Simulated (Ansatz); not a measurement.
Species: C₆H₁₂N (charge 0, doublet). It need not be the lowest isomer of its formula. SMILES: NC1C[CH]CCC1
Geometry from a B3LYP-D3(BJ)/def2-TZVP (Ansatz, a first-principles code) optimisation:
```
C
H 1 1.1017
N 1 1.4642 2 112.35
H 3 1.0141 1 110.55 2 58.32
H 3 1.0142 4 107.02 1 120.57
C 1 1.5269 2 107.54 3 120.95
H 6 1.0945 1 109.54 2 -63.13
H 6 1.0950 7 106.79 1 117.10
C 6 1.5278 7 110.17 8 119.79
H 9 1.0924 6 110.24 7 -58.32
H 9 1.0943 10 106.89 6 -118.79
C 1 1.5351 2 107.42 6 118.76
H 12 1.0938 1 110.09 2 57.12
H 12 1.1033 13 106.17 1 -114.92
C 12 1.4882 13 110.93 14 -120.18
H 15 1.0822 12 119.80 13 24.87
C 15 1.4884 16 119.93 12 -166.03
H 17 1.0922 15 110.92 16 -25.46
H 17 1.1043 18 105.92 15 -118.83
```
Charge 0, spin multiplicity 2.

Computed values are from Ansatz. Valence correlation only, unless marked. Open shells are spin-unrestricted. Spin-orbit coupling is left out. No relativistic terms. CBS marks a two-point X^-3 extrapolation of the correlation energy; Hartree-Fock from the larger set. [CCSD(T)-MP2]/basis is that difference in the basis named.

```json
{
  "atomisation energy De": "1825.8 kcal/mol at RI-MP2/CBS(cc-pVTZ,cc-pVQZ)+[CCSD(T)-MP2]/cc-pVTZ",
  "total_energy": "-290.1886 Eh at RI-MP2/CBS(cc-pVTZ,cc-pVQZ)+[CCSD(T)-MP2]/cc-pVTZ",
  "dipole_moment": "1.03 D at CCSD(T)/aug-cc-pVDZ",
  "T1 diagnostic": "0.011 at CCSD/cc-pVTZ"
}
```
